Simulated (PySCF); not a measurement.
B(F)(Cl)(vinyl) (C2H3BClF), SMILES C=CB(F)Cl. Heavy atoms are numbered as in [B:1]([F:2])([Cl:3])[CH:4]=[CH2:5]. Hydrogens are named by the atom that carries them.

Coordinates come from a ωB97X-D3(BJ)/def2-SVP optimisation. Other conformers were not sampled.

Calculation: M06-2X/def2-TZVP (PySCF).

Atomic charges (e), one atom of each kind:

```tsv
atom	meta-Löwdin	Löwdin	Mulliken
B1	0.42	-1.04	0.41
F2	-0.29	0.33	-0.24
Cl3	-0.11	0.57	-0.14
C4 (CH)	-0.25	-0.16	-0.24
C5 (CH2)	-0.16	-0.12	-0.21
H on C4	0.13	0.16	0.14
H on C5	0.13	0.13	0.14
```

Computed Mayer and Wiberg (Löwdin basis) orders of the bonds:
```tsv
bond	Mayer	Wiberg
B1–F2	1.16	2.09
B1–Cl3	1.28	2.11
B1–C4	1.08	1.26
C4–C5	1.80	2.09
```
